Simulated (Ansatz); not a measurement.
Cost and result up the ladder for Si₄O₄ (8 atoms). Total charge 0; singlet. Geometry: B3LYP-D4/def2-SVP.

Cartesian coordinates in Å:
```
Si -0.491 -1.613 1.482
Si -1.151 1.226 0.013
Si 2.218 -0.951 -0.247
Si -0.036 0.632 -2.134
O -1.138 -0.161 0.953
O 1.228 -0.156 -1.386
O 1.062 -1.552 0.802
O -1.693 2.574 0.517
```

Ansatz on 4 threads of Arm Neoverse V2 on a shared host. Times are rough, and most runs start from the orbitals of an earlier one. No level here is sound enough to serve as a yardstick. Binding counts from free atoms at the same level (Si triplet, O triplet; other spins of the atoms weren't run), without zero-point energy or a counterpoise term.

Correlated methods freeze 24 core orbitals. The rows differ in basis, and correlated rows in double-zeta sets carry the largest basis error. Another isomer (singlet) lies 1.94 eV lower at PBE0-D4/def2-TZVP; other spin states weren't run for this one.

Correlated methods converge slowly with the basis, most of all in double-zeta sets.

```csv
level,functions,binding energy per atom (eV),remarks
PBE-D4/def2-TZVP (with forces),272,4.88,restricted SCF unstable in HF
CCSD(T)/def2-SVP,128,4.17,"large T1 (0.023), restricted SCF unstable"
CAM-B3LYP-D4/def2-TZVP,272,4.73,restricted SCF unstable in HF
PBE0-D4/def2-TZVP,272,4.64,restricted SCF unstable in HF
r2SCAN-D4/def2-TZVP,272,4.72,restricted SCF unstable in HF
BLYP-D4/def2-TZVP,272,4.82,restricted SCF unstable in HF
```

Problem. Estimate how long each takes.

Solution. BLYP-D4/def2-TZVP 3 s; PBE-D4/def2-TZVP (with forces) 4.5 s; CAM-B3LYP-D4/def2-TZVP 6.5 s; r2SCAN-D4/def2-TZVP 7 s; PBE0-D4/def2-TZVP 7.5 s; CCSD(T)/def2-SVP 12 s. On shared hardware such times vary by a factor of up to 3.
